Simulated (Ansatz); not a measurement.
sulfur difluoride (SMILES FSF) moved off its minimum; all values from Ansatz (an electronic-structure program), cores frozen in correlated methods.
(charge 0, multiplicity 1)
```xyz
3

F     -1.2258    -0.6273     0.1788
S     -0.0908     0.5153    -0.0021
F      1.3000    -0.4985     0.0212
```

```csv
level,largest force (eV/Å),on atom,rms difference from CCSD(T)/aug-cc-pV(T+d)Z (eV/Å),dipole (D)
HF/def2-TZVPP,4.27,S2,0.972,2.02
PBE/def2-TZVPP,2.07,S2,0.360,1.39
r2SCAN/def2-TZVPP,2.55,F3,0.050,1.44
B3LYP/def2-TZVPP,2.44,F3,0.105,1.63
wB97M-V/def2-TZVPP,2.89,F3,0.160,1.68
MP2/aug-cc-pV(T+d)Z,2.72,F3,0.068,1.55
CCSD(T)/aug-cc-pV(T+d)Z,2.64,F3,0.000,1.54
```

The differences count from one level among others, with limits of its own. Forces at CCSD(T)/aug-cc-pV(T+d)Z (eV/Å):

```json
[
 {"atom": "F1", "Fx": "0.647", "Fy": "0.545", "Fz": "-0.092"},
 {"atom": "S2", "Fx": "1.530", "Fy": "-2.046", "Fz": "0.120"},
 {"atom": "F3", "Fx": "-2.177", "Fy": "1.500", "Fz": "-0.028"}
]
```
